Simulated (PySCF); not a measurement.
Cl₂HSi, SMILES Cl[SiH]Cl (connectivity only; charge and spin as stated), charge +1, multiplicity 1.

Geometry: TPSSh-D3(BJ)/def2-TZVP. The spin state was assumed, not searched. The isomer is the one that the SMILES or the coordinates give; other isomers of the formula were not compared.

Two levels are set side by side: PBE/def2-TZVPD (PySCF) and r2SCAN/def2-TZVPD (PySCF). Same geometry, gas phase. Differences are taken from unrounded values.

```json
[
 {"quantity": "orbital gap (eV)", "r2SCAN": "5.35", "PBE": "4.78", "PBE minus r2SCAN": "-0.56"},
 {"quantity": "highest occupied level (eV)", "r2SCAN": "-14.89", "PBE": "-14.54", "PBE minus r2SCAN": "0.35"},
 {"quantity": "lowest empty level (eV)", "r2SCAN": "-9.54", "PBE": "-9.76", "PBE minus r2SCAN": "-0.21"},
 {"quantity": "mean polarisability (bohr³)", "r2SCAN": "44.8", "PBE": "46.1", "PBE minus r2SCAN": "1.3"}
]
```

Rough cost on one machine, each run with all the roots and properties that it gave: r2SCAN against PBE about 4 times.
